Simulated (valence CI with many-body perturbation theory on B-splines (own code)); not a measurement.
## F4+ in brief

Method: valence CI with perturbative core correlation (CI+MBPT): three valence electrons over a frozen Dirac-Fock core [He], radial functions for each j: 9 s, 9 p, 8 d, 6 f, 3 g, 1 h, with the one-electron correlation potential Σ1 (screened to all orders), the two-electron term Σ2, the three-electron term Σ3, Breit, model QED; selected single and double excitations, second order for the rest, scaled by the run's own slope (own B-spline code, finite nucleus).

Against 13 measured levels this calculation errs by 135 cm⁻¹ on average and by 258 at most. These come from a selection out of Moore, Atomic Energy Levels, vol. I, NSRDS-NBS 35 (1971 reprint of NBS Circular 467, 1949), an old analysis. Levels without a partner in it may be off by more.

Rates and lifetimes use the calculated energies. Strong lines usually hold to 10 to 20 %, long lifetimes can be off by a factor of two.

Question: What is the ground level?

Answer: 2s²2p ²P°_1/2, composition 96 % 2s²2p ²P° + 4 % 2p³ ²P°, g = 0.665.

Question: How well does LS coupling describe the low levels?

Answer: Among the lowest 20 levels the leading LS term, summed over configurations, holds 100 % on average. For single configurations the figures are 96 % in LS and 75 % in jj coupling. Terms hardly mix: every one of these levels is at least 95 % one term.

Question: What are the static dipole polarisabilities of the lowest levels?

Answer: 2s²2p ²P°_1/2 0.744; 2s²2p ²P°_3/2 0.744 (tensor 0.044) bohr³, of which the core gives 0.00161.

Question: How is the term ²P° of the ground level split?

Answer: J = 1/2 at 0, J = 3/2 at 744 cm⁻¹.

Question: Where does the other parity begin?

Answer: At 2s2p² ⁴P_1/2, 85660 cm⁻¹.
